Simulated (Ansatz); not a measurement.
`F[SiH](S)[GaH2]` and `C[SiH](F)S` differ in one atom or group.

Ansatz, PBE0-D4/def2-TZVP geometries, multiplicity 1. Each molecule was computed in one conformer, which needn't be the lowest.

Scalar relativity is left out up to krypton.

| property | `F[SiH](S)[GaH2]` |
| --- | --- |
| LUMO energy (PBE0/def2-TZVPP) / eV | -2.37 |
| size of the dipole moment (PBE/def2-TZVPP) / D | 1.14 |
| LUMO energy (PBE/def2-TZVPP) / eV | -3.13 |
| size of the dipole moment (ωB97M-V/def2-TZVPP) / D | 1.34 |
| HOMO–LUMO gap (PBE0/def2-TZVPP) / eV | 5.11 |
| HOMO–LUMO gap (ωB97M-V/def2-TZVPP) / eV | 8.85 |

(1) What does the change do to each property? (Best estimate.)

## Answers

(1) Computed: 
```csv
property,`C[SiH](F)S`,shift
LUMO energy (PBE0/def2-TZVPP) / eV,0.34,2.71
size of the dipole moment (PBE/def2-TZVPP) / D,1.98,0.84
LUMO energy (PBE/def2-TZVPP) / eV,-0.59,2.54
size of the dipole moment (ωB97M-V/def2-TZVPP) / D,2.00,0.66
HOMO–LUMO gap (PBE0/def2-TZVPP) / eV,8.13,3.02
HOMO–LUMO gap (ωB97M-V/def2-TZVPP) / eV,12.14,3.29
```

With PBE0 the HOMO falls by 0.31 eV and the LUMO rises by 2.71 eV, so the gap widens by about 3.02 eV. PBE moves the HOMO by -0.15 eV and ωB97M-V by -0.52 eV. The zero-point energy changes by 60.7 kJ/mol with +3 modes. Dipoles are sizes alone; their direction can turn.

Positive LUMOs are unbound, so they and the gaps depend on the basis.
